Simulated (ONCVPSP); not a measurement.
Before and after: ONCV potential for hydrogen (H)

- Element: H
- Generator: ONCVPSP 4.0.1
- Type: optimised norm-conserving Vanderbilt (ONCV)
- Functional: PBE
- Relativity: fully relativistic
- Frozen core: none
- Valence charge: 1
- Reference configuration: 1s1
- Partial waves: 1s: rc 1.45 bohr, ncon 4, nbas 8, qcut 9.2 1/bohr, 1 projector; p scattering state at 0.29 Ha: rc 1.45 bohr, ncon 4, nbas 7, qcut 5.9 1/bohr, 2 projectors, debl 0.9 Ha
- Local potential: polynomial inside 1.30 bohr (lpopt 5, dvloc0 -1 Ha)
- Core correction: none

Open shells are filled in proportion to 2j + 1.

Change: s: rc 1.04; local potential polynomial inside 1.04 bohr (lpopt 5, dvloc0 -1 Ha).

Cutoffs: the cutoffs (Ha) at which the residual kinetic energy of the hardest occupied pseudo-wave falls to 1 and 0.1 mHa per electron; they do not see the model core or the augmentation charge, which bear on the density cutoff. Errors are all-electron minus pseudo energies relative to the spin-unpolarised reference configuration.

Problem. How do hardness, ghosts and transferability respond?

Solution. The potential gets harder (15 Ha and 22 Ha → 20 Ha and 29 Ha); neither file shows a bound ghost. A smaller radius makes the pseudo-wave follow the all-electron one further in, where it bends more sharply, so more plane waves are needed.

```tsv
quantity	base	changed
cutoff, loose	15 Ha	20 Ha
cutoff, tight	22 Ha	29 Ha
bound ghosts	none	none
GHOST(+) flags under 300 eV	none	none
error for 1s0.5, meV [ΔE 4.76 eV]	+1.2	+0.1
p3/2: phases at 1.47 bohr within 0.05 rad from the reference energy up to (Ha; the scan ends near 5)	to the end of the scan	to the end of the scan
p1/2: phases at 1.47 bohr within 0.05 rad from the reference energy up to (Ha; the scan ends near 5)	to the end of the scan	to the end of the scan
```
